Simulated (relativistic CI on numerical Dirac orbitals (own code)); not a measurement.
# Hyperfine structure of Dy¹⁷⁺, mass number 161

Calculated at this level of theory: Dirac-Coulomb-Breit CI, orbitals from a KLI potential per configuration, model QED, unscaled Slater integrals (own radial code, finite nucleus).

Configurations in the expansion (outside the closed core [Kr]): 4d10 4f3, 4d10 4f2 5s, 4d10 4f 5s2, 4d10 4f 5s 5p, 4d10 4f2 5p, 4d10 4f 5p2, 4d9 4f4, 4d10 4f 5s 5d, 4d10 4f2 5d, 4d10 4f 5p 5d, 4d9 4f2 5s2, 4d10 4f 5d2, 4d10 4f2 5f, 4d10 4f2 6s, 4d9 4f3 5s, 4d10 4f2 6p. Levels of other configurations are missing.

Nuclear spin I = 5/2, μ = -0.479 μN, Q = 2.51 b (tables of Stone and Pyykkö). The electronic factors are computed for point nuclear moments, without core polarisation or the Bohr-Weisskopf and QED corrections.

```json
{"Level": "4d10 4f3 4I°_9/2", "E (eV)": "0.0000", "A (MHz)": "-376.2", "B (MHz)": "1860"}
{"Level": "4d10 4f3 4I°_11/2", "E (eV)": "0.8246", "A (MHz)": "-294.6", "B (MHz)": "1920"}
{"Level": "4d10 4f3 4I°_13/2", "E (eV)": "1.6475", "A (MHz)": "-248", "B (MHz)": "2150"}
{"Level": "4d10 4f3 4I°_15/2", "E (eV)": "2.4559", "A (MHz)": "-221.5", "B (MHz)": "2510"}
{"Level": "4d10 4f3 4F°_3/2", "E (eV)": "3.4617", "A (MHz)": "-417.9", "B (MHz)": "-1250"}
{"Level": "4d10 4f3 2H°_9/2", "E (eV)": "3.5725", "A (MHz)": "-313", "B (MHz)": "-1790"}
{"Level": "4d10 4f3 4F°_5/2", "E (eV)": "3.9564", "A (MHz)": "-255.5", "B (MHz)": "-1140"}
{"Level": "4d10 4f3 4F°_7/2", "E (eV)": "4.2780", "A (MHz)": "-235.1", "B (MHz)": "-2780"}
```

Levels with J = 0, under 50 % of one LS term, or S terms without an open s electron are left out. Small factors come from cancelling terms and can be off by tens of per cent or more.

At this charge transitions that keep the count of f electrons are usually good to a few per cent. Terms inside the open d or f shell come out 10 to 20 % too wide with unscaled integrals. Levels that differ in their count of f electrons can be misplaced by several ten thousand cm⁻¹, since the correlation energy of f electrons is missing or only estimated; rates across such gaps can be off by orders of magnitude.

Question: Give the hyperfine levels of 4d10 4f3 4I°_9/2 relative to its centre of gravity.

Answer: With K = F(F + 1) − I(I + 1) − J(J + 1), E = AK/2 + B[¾K(K + 1) − I(I + 1)J(J + 1)]/[2I(2I − 1)J(2J − 1)]: F = 2: 6024, F = 3: 4338, F = 4: 2308, F = 5: 117, F = 6: -2001, F = 7: -3769 MHz.

LS names give the leading component of a level, which can be under half, so a name can repeat, a term be missing and a line seem to break the LS rules.
